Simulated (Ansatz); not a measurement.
`CB[SiH3]` + `O[AsH2]` → `O[AsH][SiH3]` + `BC` at 700 K and 1 bar (cleavage of the Si–B bond).

Calculated with Ansatz (gas phase, PBE0-D4/def2-TZVP geometries, no zero-point term in ΔE). CCSD(T)/CBS is the MP2 limit (def2-TZVPP, def2-QZVPP) plus CCSD(T) − MP2 in def2-TZVPP, frozen cores. This one scheme is used for every species. For As outer-core shells are correlated without core-valence functions, which leaves a few kJ/mol of doubt a bond. Scalar relativity is left out up to krypton. One conformer a species, not always the lowest.

```tsv
species	CCSD(T)/CBS energy (Eh)	H − E (kJ/mol)	S (J/(mol·K))
`CB[SiH3]`	-356.10570	258.6	419.3
`O[AsH2]`	-2311.97217	115.9	321.3
`O[AsH][SiH3]`	-2602.26090	187.7	423.4
`BC`	-65.83255	189.6	311.0
```

H − E and S are ideal-gas, rigid-rotor, harmonic terms from PBE0-D4/def2-TZVP, for one conformer and one mirror image of each species. 1 Eh = 2625.50 kJ/mol, R = 8.31446 J/(mol·K).

Q: By hand: ΔE, ΔH, ΔS and ΔG.

A: ΔE = (-2602.26090) + (-65.83255) − (-356.10570) − (-2311.97217) = -0.01558 Eh = -40.9 kJ/mol. Δ(H − E) = 187.7 + 189.6 − 258.6 − 115.9 = 2.8, so ΔH = -38.1 kJ/mol. ΔS = 423.4 + 311.0 − 419.3 − 321.3 = -6.2 J/(mol·K). ΔG = -38.1 − 700 × (-6.2)/1000 = -33.8 kJ/mol.

Q: By hand: the equilibrium constant, and the temperature at which ΔG would vanish if ΔH and ΔS stayed fixed.

A: log₁₀ K = −ΔG/(RT ln 10) = 2.5. ΔG = 0 at ΔH/ΔS = 6145 K, far beyond where these terms or the molecules hold.

The number of gas molecules stays the same, so ΔS is small and ΔH decides. A doubt of 5 kJ/mol in ΔE shifts log₁₀ K by 0.4 here. Other conformers and mirror images would add mixing entropy, several J/(mol·K) or more a flexible species. Modes under 60 cm⁻¹, often nearly free rotors, make the harmonic entropy too high. These are equilibria of isolated gas molecules and say nothing of rates. Largest T1 diagnostic: 0.012 (customary marks: 0.02 for closed shells, 0.045 for open ones).
